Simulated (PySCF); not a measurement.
Below is a simulated gas-phase N 1s photoelectron spectrum of `[NH2][GeH2][CH2]N`.

Every computed line was given a Gaussian of 0.6 eV full width at half maximum and an area set by the number of equivalent atoms; the highest printed point is 100. The calculation used PySCF, delta-SCF UKS SCAN, pcX-2 on the ionised atom, pcseg-1 elsewhere, spin-free X2C.

| binding energy (eV) | intensity |
| --- | --- |
| 403.5 | 1 |
| 403.6 | 2 |
| 403.7 | 5 |
| 403.8 | 11 |
| 403.9 | 23 |
| 404.0 | 41 |
| 404.1 | 62 |
| 404.2 | 81 |
| 404.3 | 95 |
| 404.4 | 100 |
| 404.5 | 100 |
| 404.6 | 99 |
| 404.7 | 100 |
| 404.8 | 99 |
| 404.9 | 91 |
| 405.0 | 75 |
| 405.1 | 54 |
| 405.2 | 34 |
| 405.3 | 18 |
| 405.4 | 8 |
| 405.5 | 3 |
| 405.6 | 1 |
| 405.7 | 0 |

Question: How many maxima does the curve show, and how many computed lines lie under it?

Answer: The curve has 2 maxima (at 404.4 and 404.7 eV). Under it lie 2 lines from 2 inequivalent nitrogen sites.

Question: Decompose the envelope and assign each component. Numbering: `[NH2:1][CH2:2][GeH2:3][NH2:4]`.

Answer: 
```tsv
position (eV)	relative area	line	atoms	environment
404.31	1	N 1s	N4	nitrogen bonded to Ge and 2 H
404.85	1	N 1s	N1	primary amine nitrogen
```

Question: Above which line width would these two lines show one maximum?

Answer: Two equal Gaussians merge once their distance is under 2σ = FWHM/1.177. With 0.54 eV between them that is a full width over 0.64 eV.

The listed N 1s values span 0.54 eV, from N4 (bonded to 2 H and Ge) to N1 (bonded to C and 2 H).

The curve has no shake-up lines and no vibrational structure. The structure is a single PBE0-D3(BJ)/def2-SVP conformer in the gas phase; no vibrational or solvent corrections.

Conformer computed: `[NH2:1][CH2:2][GeH2:3][NH2:4]`: N1–C2–Ge3–N4 -36°, H–N1–C2–Ge3 180°, H–N1–C2–Ge3 62°, H–N4–Ge3–C2 82°, H–N4–Ge3–C2 -155°.
